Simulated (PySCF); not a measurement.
## BBr, PBE0: how much the basis matters

PySCF, UKS reference; singlet, unpaired electrons none; De to B + Br without counterpoise correction.

| basis | relativity | functions | Re (Å) | ωe (cm⁻¹) | De (eV) | μ (D) |
| --- | --- | --- | --- | --- | --- | --- |
| cc-pVDZ/cc-pVDZ-PP | scalar-relativistic core potentials | 37 | 1.907 | 691 | 4.53 | 1.33 |
| jorge-DZP-DKH | spin-free X2C | 58 | 1.892 | 686 | 4.51 | 1.37 |
| cc-pVTZ/cc-pVTZ-PP | scalar-relativistic core potentials | 69 | 1.893 | 684 | 4.55 | 1.48 |
| def2-TZVPP | no relativity | 79 | 1.894 | 685 | 4.58 | 1.50 |
| def2-TZVPPD | no relativity | 94 | 1.894 | 685 | 4.58 | 1.48 |

(1) How does each smaller set differ from the one with most functions, def2-TZVPPD?

A positive dipole means B(−)Br(+). 

## Answers

(1) cc-pVDZ/cc-pVDZ-PP: +1.3 pm, +0.9 % in ωe, -0.05 eV in De; jorge-DZP-DKH: -0.2 pm, +0.1 % in ωe, -0.07 eV in De; cc-pVTZ/cc-pVTZ-PP: -0.1 pm, -0.1 % in ωe, -0.03 eV in De; def2-TZVPP: +0.0 pm, +0.0 % in ωe, +0.00 eV in De. All at PBE0; the set with most functions is neither the basis-set limit nor always the best. The rows treat relativity differently, so the differences are not basis effects alone.
